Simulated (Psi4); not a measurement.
SnO (tin(ii) oxide): name the method

The species is SnO (2 atoms), meant as a singlet with charge 0. As SMILES, `[O]=[Sn]`. Geometry: relaxed at PBE0-D4/def2-TZVP.

```tsv
atom	x (Å)	y (Å)	z (Å)
O	0.0000	0.0000	-0.0071
Sn	0.0000	0.0000	1.8107
```

Orbital energies are those of the mean-field step.

A calculation with Psi4 1.11 gave:

The total energy is -6070.6892 Eh. The dipole moment is 3.77 D, the HOMO energy is -9.83 eV and the LUMO energy is 0.90 eV. The HOMO–LUMO gap is 10.73 eV. The largest force is 0.227 eV/Å.

Question: Which of these levels gave the numbers?
A. MP2/def2-TZVPPD (core potential)
B. HF/3-21G
C. HF/def2-TZVPPD (core potential)
D. wB97X-V/def2-TZVPPD (core potential)

Answer: B. The others give -289.4999 Eh (wB97X-V/def2-TZVPPD (core potential)), -288.2202 Eh (HF/def2-TZVPPD (core potential)), -288.7913 Eh (MP2/def2-TZVPPD (core potential)).
